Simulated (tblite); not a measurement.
Compound: C4H10ClFSi.
Numbering: `[CH3:1][CH2:2][C@H:3]([CH2:4][Cl:5])[SiH2:6][F:7]` (hydrogens: H8, H9, H10 on C1; H11, H12 on C2; H13 on C3; H14, H15 on C4; H16, H17 on Si6)

Geometry (GFN2-xTB, Å), atoms numbered from 1 in this order:
```
atom  x, y, z in Å
C1     2.1747   -0.1334   -0.0995
C2     0.7576   -0.6926   -0.0259
C3    -0.2880    0.1930   -0.7170
C4    -0.5526    1.4717    0.0584
Cl5   -1.5168    1.1231    1.5188
Si6   -1.9134   -0.7706   -1.0118
F7    -1.6117   -1.7206   -2.2828
H8     2.8772   -0.8409    0.3350
H9     2.2642    0.8037    0.4448
H10    2.4630    0.0410   -1.1344
H11    0.7519   -1.6756   -0.5022
H12    0.4716   -0.8299    1.0188
H13    0.1219    0.4964   -1.6882
H14   -1.1394    2.1765   -0.5306
H15    0.3630    1.9561    0.3970
H16   -2.9930    0.1028   -1.4437
H17   -2.2370   -1.6883    0.0651
```

All values are computed: GFN2-xTB (tblite) harmonic vibrations without scaling, gas phase. Against measured fundamentals such values can be off by several per cent, at times by over 20. Modes of hydrogen on silicon can be 10 to 20 % off. One conformer, not necessarily the lowest.

Harmonic wavenumbers (cm⁻¹): 47.3, 59.3, 83.2, 131.5, 169.8, 218.7, 234.3, 294.1, 370.7, 474.7, 516.3, 588.7, 665.1, 726.4, 745.3, 762.1, 806.8, 821.0, 869.9, 970.9, 1020.6, 1066.4, 1096.3, 1105.8, 1170.9, 1208.5, 1242.4, 1264.6, 1306.0, 1354.9, 1416.2, 1448.9, 1486.4, 1501.8, 1509.7, 2337.4, 2368.1, 2911.8, 2970.5, 2978.3, 2984.9, 2987.1, 3027.9, 3032.6, 3041.1.

A = 1797, B = 1304, C = 845.0 MHz; mass 140.022 u (most abundant isotopes); point group C1, symmetry number 1.

Problem. What is the zero-point energy?

Solution. ½Σν̃ = 28698 cm⁻¹ = 343.30 kJ/mol.

Problem. Give the ideal-gas entropy at 350 K and 1 bar in the rigid-rotor, harmonic-oscillator model (classical rotation).

Solution. Translation 173.82, rotation 125.32, vibration 141.99: S = 441.1 J/(mol K).

Problem. And Cp and H(350 K) − H(0)?

Solution. Cp = 169.98 J/(mol K), of which vibrations give 136.72 (their classical limit is 45 R = 374.2); H(350 K) − H(0) = 36.69 kJ/mol without the zero-point energy, 25.05 from vibrations.

Problem. What must be added to the electronic energy to get the Gibbs energy at 350 K and 1 bar?

Solution. ZPE + [H(350 K) − H(0)] − T·S = 343.30 + 36.69 − 154.40 = 225.59 kJ/mol.

Problem. Which modes carry the vibrational entropy at 350 K?

Solution. 47.3 cm⁻¹: 21.94; 59.3 cm⁻¹: 20.07; 83.2 cm⁻¹: 17.28; 131.5 cm⁻¹: 13.53; 169.8 cm⁻¹: 11.47; 218.7 cm⁻¹: 9.47 J/(mol K); the other 39 give 48.23 together.

Problem. Blend soft modes into free rotors: weight 1/[1 + (100 cm⁻¹/ν̃)⁴] for the oscillator and the rest for a rotor with moment μB/(μ + B), μ = h/(8π²ν), B = 10⁻⁴⁴ kg m². What vibrational entropy results?

Solution. 128.13 J/(mol K) in place of 141.99, which changes −T·S at 350 K by +4.85 kJ/mol.

Problem. How do the functions run with temperature in this model?

Solution. 
```csv
T (K),S (J/(mol K)),Cp (J/(mol K)),H − H(0) (kJ/mol),G − H(0) (kJ/mol),ln q(vib)
150,332.7,97.1,10.06,-39.84,3.35
250,390.5,132.9,21.53,-76.09,5.97
298.15,415.4,151.0,28.37,-95.49,7.18
400,465.0,187.2,45.63,-140.36,9.69
600,552.1,242.9,88.98,-242.28,14.43
900,661.7,296.7,170.58,-424.91,21.03
```

q(vib) and H(0) count from the zero-point level.

Hindered rotation and anharmonicity are outside this model. Other conformers, if any are populated, would add a mixing term that is left out. The structure is chiral; the term R ln 2 for an equal mix with its mirror image is left out.

Hardware: one thread, Arm Neoverse N1 (aarch64), no GPU, shared host with 64 logical CPUs at a one-minute load of 60. Cost: 1.0 s wall. This covers the Hessian and the dipole derivatives.
